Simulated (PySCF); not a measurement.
PySCF input for CF3, SMILES F[C](F)F (connectivity only; charge and spin as stated), charge +1, multiplicity 1, TDDFT-PBE/def2-SVPD. Geometry: TPSSh-D3(BJ)/def2-TZVP. The spin state was assumed, not searched. The isomer is the one that the SMILES or the coordinates give; other isomers of the formula were not compared.

```python
import numpy as np
from pyscf import gto, scf, dft, tdscf

mol = gto.M(
    atom='''
    F    -1.23834385    0.00000000    0.00000000
    C    -0.00000000   -0.00000000    0.00000000
    F     0.61917193   -1.07243723    0.00000000
    F     0.61917192    1.07243724    0.00000000
    ''',
    basis='def2-SVPD',
    charge=1,
    spin=0,
    symmetry=True,
    max_memory=1600,
    verbose=4,
)
mf = dft.RKS(mol, xc='pbe').density_fit(auxbasis='def2-universal-jkfit')
mf.grids.level = 3
mf.conv_tol = 1e-9
mf.max_cycle = 100
mf.kernel()
mf.grids = dft.Grids(mol).set(level=1).build(with_non0tab=True)  # coarser grid for the response kernel
td = tdscf.TDDFT(mf)
td.singlet = True
td.nstates = 10
td.conv_tol = 1e-4
td.positive_eig_threshold = 1e-6
td.kernel(x0=td.get_init_guess(mf, 15))
td.analyze()
tt = tdscf.TDA(mf)
tt.singlet = False
tt.nstates = 4
tt.conv_tol = 1e-4
tt.positive_eig_threshold = 1e-6
tt.kernel(x0=tt.get_init_guess(mf, 9))
tt.analyze(verbose=3)
```

Log of the run:

```
PySCF version 2.14.0

[INPUT] verbose = 4
[INPUT] num. atoms = 4
[INPUT] num. electrons = 32
[INPUT] charge = 1
[INPUT] spin (= nelec alpha-beta = 2S) = 0
[INPUT] symmetry True subgroup None
[INPUT] Mole.unit = angstrom
[INPUT] Symbol           X                Y                Z      unit          X                Y                Z       unit  Magmom
[INPUT]  1 F     -1.238343850000   0.000000000000   0.000000000000 AA   -2.340130724539   0.000000000000   0.000000000000 Bohr   0.0
[INPUT]  2 C      0.000000000000   0.000000000000   0.000000000000 AA    0.000000000000   0.000000000000   0.000000000000 Bohr   0.0
[INPUT]  3 F      0.619171930000  -1.072437230000   0.000000000000 AA    1.170065371718  -2.026612650487   0.000000000000 Bohr   0.0
[INPUT]  4 F      0.619171920000   1.072437240000   0.000000000000 AA    1.170065352821   2.026612669384   0.000000000000 Bohr   0.0

nuclear repulsion = 129.179157352955
point group symmetry = D3h, use subgroup C2v
symmetry origin: [5.38289951e-17 5.15379847e-09 0.00000000e+00]
symmetry axis x: [-2.20235494e-09  1.00000000e+00  0.00000000e+00]
symmetry axis y: [0. 0. 1.]
symmetry axis z: [ 1.00000000e+00  2.20235494e-09 -0.00000000e+00]
num. orbitals of irrep A1 = 37
num. orbitals of irrep A2 = 11
num. orbitals of irrep B1 = 25
num. orbitals of irrep B2 = 16
number of shells = 35
number of NR pGTOs = 129
number of NR cGTOs = 89
basis = def2-SVPD
ecp = {}


[settings echo left out]
init E= -337.877758507714
HOMO (B1) = -0.432139193438714  LUMO (B2) = -0.0572070201003295  gap/eV = 10.20242
cycle= 1 E= -336.547034731526  delta_E= 1.33  |g|= 0.815  |ddm|=  2.4
HOMO (B1) = -0.713503656827776  LUMO (B2) = -0.540171428987442  gap/eV = 4.71661
cycle= 2 E= -336.208746291617  delta_E= 0.338  |g|= 1.69  |ddm|= 1.76
HOMO (B1) = -0.746143574808805  LUMO (B2) = -0.463987038461633  gap/eV = 7.67787
cycle= 3 E= -336.679725892124  delta_E= -0.471  |g|= 0.133  |ddm|= 1.16
HOMO (B1) = -0.717332658365005  LUMO (B2) = -0.437081033830731  gap/eV = 7.62604
cycle= 4 E= -336.682488051643  delta_E= -0.00276  |g|= 0.0215  |ddm|= 0.0968
HOMO (B1) = -0.718855137561451  LUMO (B2) = -0.438711320857253  gap/eV = 7.62310
cycle= 5 E= -336.682551080323  delta_E= -6.3e-05  |g|= 0.00238  |ddm|= 0.013
HOMO (B1) = -0.718762290848601  LUMO (B2) = -0.438386423577684  gap/eV = 7.62942
cycle= 6 E= -336.682552152295  delta_E= -1.07e-06  |g|= 0.000236  |ddm|= 0.00208
HOMO (B1) = -0.71877921636513  LUMO (B2) = -0.438397757690674  gap/eV = 7.62957
cycle= 7 E= -336.682552160148  delta_E= -7.85e-09  |g|= 1.58e-05  |ddm|= 0.000162
HOMO (B1) = -0.718776787163977  LUMO (B2) = -0.438394394472535  gap/eV = 7.62959
cycle= 8 E= -336.6825521601  delta_E= 4.8e-11  |g|= 2.38e-05  |ddm|= 2.36e-05
HOMO (B1) = -0.718776341377951  LUMO (B2) = -0.438393754076353  gap/eV = 7.62960
Extra cycle  E= -336.682552159643  delta_E= 4.58e-10  |g|= 5.74e-05  |ddm|= 4.91e-05
converged SCF energy = -336.682552159643
tot grids = 21080
Overwritten attributes  positive_eig_threshold  of <class 'pyscf.tdscf.rks.CasidaTDDFT'>


******** <class 'pyscf.tdscf.rks.CasidaTDDFT'> for <class 'pyscf.df.df_jk.DFSymAdaptedRKS'> ********
nstates = 10 singlet
deg_eia_thresh = 1.000e-03
wfnsym = None
conv_tol = 0.0001
eigh lindep = 1e-12
eigh level_shift = 0
eigh max_cycle = 100


Excitation energies (eV)
[ 7.78063419  9.25379941  9.25394514 10.47413924 10.47427212 11.95820514
 13.12396422 13.12427462 13.47281375 13.47291805]

** Singlet excitation energies and oscillator strengths **
Excited State   1:   A2      7.78063 eV    159.35 nm  f=0.0000
      16 -> 17        0.70709
Excited State   2:   B2      9.25380 eV    133.98 nm  f=0.0000
      13 -> 17       -0.70702
Excited State   3:   A2      9.25395 eV    133.98 nm  f=0.0000
      12 -> 17       -0.70702
Excited State   4:   B1     10.47414 eV    118.37 nm  f=0.1267
      12 -> 18        0.10087
      15 -> 17       -0.68806
Excited State   5:   A1     10.47427 eV    118.37 nm  f=0.1267
      13 -> 18        0.10088
      14 -> 17       -0.68806
Excited State   6:   B1     11.95821 eV    103.68 nm  f=0.0000
      16 -> 18        0.70633
Excited State   7:   A2     13.12396 eV     94.47 nm  f=0.0000
      15 -> 18       -0.70538
Excited State   8:   B2     13.12427 eV     94.47 nm  f=0.0000
      14 -> 18        0.70537
Excited State   9:   A2     13.47281 eV     92.03 nm  f=0.0000
      10 -> 17       -0.70506
Excited State  10:   B2     13.47292 eV     92.02 nm  f=0.0000
       9 -> 17       -0.70505

** Transition electric dipole moments (AU) **
state          X           Y           Z        Dip. S.      Osc.
  1        -0.0000     -0.0000     -0.0000      0.0000      0.0000
  2        -0.0000     -0.0000     -0.0000      0.0000      0.0000
  3        -0.0000      0.0000     -0.0000      0.0000      0.0000
  4        -0.0000      0.7028      0.0000      0.4939      0.1267
  5         0.7027      0.0000     -0.0000      0.4938      0.1267
  6        -0.0000      0.0000      0.0000      0.0000      0.0000
  7         0.0000     -0.0000      0.0000      0.0000      0.0000
  8        -0.0000     -0.0000      0.0000      0.0000      0.0000
  9        -0.0000     -0.0000     -0.0000      0.0000      0.0000
 10         0.0000     -0.0000     -0.0000      0.0000      0.0000

** Transition velocity dipole moments (imaginary part, AU) **
state          X           Y           Z        Dip. S.      Osc.
  1         0.0000      0.0000     -0.0000      0.0000      0.0000
  2         0.0000      0.0000     -0.0000      0.0000      0.0000
  3         0.0000     -0.0000     -0.0000      0.0000      0.0000
  4        -0.0000      0.2650      0.0000      0.0702      0.1216
  5         0.2650     -0.0000     -0.0000      0.0702      0.1216
  6         0.0000      0.0000      0.0000      0.0000      0.0000
  7        -0.0000      0.0000     -0.0000      0.0000      0.0000
  8         0.0000      0.0000      0.0000      0.0000      0.0000
  9        -0.0000      0.0000      0.0000      0.0000      0.0000
 10        -0.0000     -0.0000     -0.0000      0.0000      0.0000

** Transition magnetic dipole moments (imaginary part, AU) **
state          X           Y           Z
  1         0.0001     -0.0000     -0.0000
  2        -0.0000     -0.9309      0.0000
  3         0.9309      0.0000      0.0000
  4         0.0000      0.0000      0.0000
  5        -0.0000      0.0000     -0.0000
  6        -0.0000      0.0000     -0.1481
  7         0.6341      0.0000      0.0000
  8        -0.0000      0.6341     -0.0000
  9         1.0235      0.0000      0.0000
 10         0.0000     -1.0235      0.0000
Overwritten attributes  positive_eig_threshold  of <class 'pyscf.tdscf.rks.TDA'>


******** <class 'pyscf.tdscf.rks.TDA'> for <class 'pyscf.df.df_jk.DFSymAdaptedRKS'> ********
nstates = 4 triplet
deg_eia_thresh = 1.000e-03
wfnsym = None
conv_tol = 0.0001
eigh lindep = 1e-12
eigh level_shift = 0
eigh max_cycle = 100


Excitation energies (eV)
[7.41433736 8.28778843 8.28801329 8.8950074 ]

** Triplet excitation energies and oscillator strengths **
Excited State   1:   A2      7.41434 eV    167.22 nm  f=0.0000
Excited State   2:   B1      8.28779 eV    149.60 nm  f=0.0000
Excited State   3:   A1      8.28801 eV    149.59 nm  f=0.0000
Excited State   4:   B2      8.89501 eV    139.39 nm  f=0.0000
```

The calculation finished and met its thresholds.

Cost: very roughly 10 core-seconds.
